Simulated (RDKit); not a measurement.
A run for RDKit: UFF on H7OPSi (a complex), monomers drawn apart or pushed together.

```python
from rdkit import Chem
from rdkit.Chem import AllChem, rdDetermineBonds

blocks = [
'''4

P    -0.24764424    0.17427799   -0.36627793
H     0.82048349   -0.50433316   -0.99940564
H    -1.26217927   -0.59182909   -0.98737294
H    -0.29698101    1.22822421   -1.30892415
''',
'''6

O    -0.06085569    0.58244080    5.01990345
Si    0.34659919   -0.74899851    5.89764767
H    -0.09261626    0.49187918    4.05660507
H    -0.60278611   -1.87124063    5.67983197
H     0.31007940   -0.34277495    7.31756538
H     1.70652355   -1.24384023    5.56029204
''',
]
mol = None
for b in blocks:
    f = Chem.MolFromXYZBlock(b)
    rdDetermineBonds.DetermineBonds(f, charge=0)
    mol = f if mol is None else Chem.CombineMols(mol, f)
Chem.SanitizeMol(mol)
print(Chem.MolToSmiles(Chem.RemoveHs(mol)))
ff = AllChem.UFFGetMoleculeForceField(mol, vdwThresh=100.0, ignoreInterfragInteractions=False)
e = ff.CalcEnergy()
print(f'UFF energy {e:.6f} kcal/mol')
```

Program output:

```
O[SiH3].P
UFF energy 6.255114 kcal/mol
```

The run finished.

Cost: roughly 0.010 core-seconds.
